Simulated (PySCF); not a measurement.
All values below come from B3LYP-D3(BJ)/def2-TZVP // BP86-D3(BJ)/def2-SVP (PySCF). Isolated molecules, 0 K electronic values unless said otherwise. One relaxed conformer stands for a flexible species; it need not be the lowest. B3LYP has the VWN-RPA correlation part, as in Gaussian. 

Reference species: [Zr(NH2)3(H)] (neutral, multiplicity 1).

The LUMO is -0.38 eV and the HOMO–LUMO gap comes out as 6.46 eV. The charge on the central atom (Mulliken) is 1.40 e.

Changed species: [Zr(NH2)4] (0 of 4 NH2 replaced by H; the reference has 1 of 4 NH2 replaced by H).

Q: Give the shifts of the LUMO, HOMO–LUMO gap and charge on the central atom (Mulliken).

A: the LUMO rises by 0.05 eV, to -0.33 eV; the HOMO–LUMO gap decreases by 0.33 eV, to 6.13 eV; the charge on the central atom (Mulliken) rises by 0.30 e, to 1.70 e.
